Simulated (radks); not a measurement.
Dynamic dipole polarisability and lines of the bromine ion Br7+, [Ar] 3d10. Method: non-relativistic Kohn-Sham, PBE, spin-unpolarised, spherical densities, point nucleus; computed with a radial shooting solver on a logarithmic mesh with Libxc functionals. Time-dependent linear response with the Hartree and adiabatic LDA kernel, continuum included through the Sternheimer equations. Lines are the poles of the dipole polarisability below minus the highest occupied eigenvalue, found on a grid refined at the orbital gaps; the lowest seven at most are given, and weak or close lines can be missed. The first line takes the name of the lowest orbital gap if no other gap lies below it; otherwise a line is named after a gap within 0.6 % of it, if that gap stands alone.

| photon energy (eV) | alpha (bohr^3) |
|---|---|
| 0 | 0.2783 |
| 14.519 | 0.2815 |
| 31.943 | 0.2951 |
| 49.366 | 0.3256 |
| 66.789 | 0.4098 |
| 84.212 | 11.36 |
| 101.64 | 0.2380 |
| 119.06 | 0.5099 |
| 136.48 | -0.3001 |
| 153.91 | 0.1648 |

Lines (eV, oscillator strength): 84.425 (14.69 nm, 3d-4p), f = 0.537; 129.38 (9.583 nm, 3d-5p), f = 0.0358; 131.65 (9.418 nm, unassigned), f = 1.16; 148.74 (8.336 nm, unassigned), f = 0.543; 157.56 (7.869 nm, unassigned), f = 0.307; 162.80 (7.616 nm, unassigned), f = 0.212. Higher lines, where found, are left out when the end of the mesh affects them. Those listed give 50 % of the static polarisability (sum of f/w^2). Orbital energy gaps for comparison: 3d-4p 83.269 eV; 3d-5p 129.06 eV; 3d-4f 130.68 eV; 3d-6p 147.39 eV; 3d-5f 148.10 eV.
